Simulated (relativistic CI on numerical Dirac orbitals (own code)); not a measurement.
**Tm3+: 4f valence photoemission**

Computed with this model: Dirac-Coulomb-Breit CI, KLI orbitals optimised for each configuration, a model potential for QED, multiplet model of photoemission in the sudden approximation, unscaled Slater integrals; configurations [Xe] 4f12 → [Xe] 4f11; 80 K; Lorentzian 0.1 eV and Gaussian 0.3 eV FWHM. Energies are those of the free ion, without screening or charge transfer. The energies are binding energies and can lie tens of eV above those of solids. S is read from ⟨S²⟩ = S(S + 1).

Field parameters in Wybourne normalisation; cubic f-shell fields have B⁴₄ = √(5/14) B⁴₀ and B⁶₄ = −√(7/2) B⁶₀. The field is a parameter set, without covalency.

free ion: ground-state S = 1.00, centroid 41.63 eV. Peaks (eV, height): 38.2 (100), 39.1 (37), 39.7 (23), 40.7 (19), 41.2 (32), 41.9 (17), 42.5 (86), 43.7 (7), 44.8 (79), 47.1 (10).

D3d, B20 = 960, B40 = 1250, B43 = 850, B60 = 650, B63 = 750, B66 = 80 cm⁻¹: ground-state S = 1.00, centroid 41.63 eV. Peaks (eV, height): 38.2 (100), 39.1 (35), 39.7 (23), 40.7 (18), 41.2 (31), 42.0 (17), 42.5 (82), 43.8 (7), 44.8 (72), 47.2 (9).

Oh, B40 = -2600, B60 = 600 cm⁻¹: ground-state S = 1.00, centroid 41.63 eV. Peaks (eV, height): 38.2 (100), 39.1 (34), 39.7 (24), 40.8 (17), 41.2 (31), 42.0 (18), 42.5 (83), 43.8 (7), 44.9 (72), 47.2 (9).

D3d, B20 = -890, B40 = -360, B43 = 330, B60 = -560, B63 = 740, B66 = -40 cm⁻¹: ground-state S = 1.00, centroid 41.63 eV. Peaks (eV, height): 38.2 (100), 39.1 (35), 39.7 (24), 40.7 (19), 41.2 (30), 42.5 (79), 43.8 (7), 44.8 (75), 47.2 (9).

Strongest unbroadened transitions for Oh, B40 = -2600, B60 = 600 cm⁻¹:

| Energy (eV) | Relative strength |
| --- | --- |
| 38.17 | 19.7 |
| 38.19 | 100.0 |
| 38.24 | 15.6 |
| 38.26 | 29.5 |
| 39.13 | 27.8 |
| 39.18 | 15.8 |
| 39.69 | 13.7 |
| 39.72 | 12.6 |
| 41.25 | 36.3 |
| 42.42 | 36.5 |
| 42.50 | 17.7 |
| 42.51 | 19.5 |
| 42.63 | 16.3 |
| 42.80 | 13.9 |
| 44.83 | 34.3 |
| 44.84 | 26.3 |
| 44.86 | 21.8 |
| 45.08 | 16.5 |
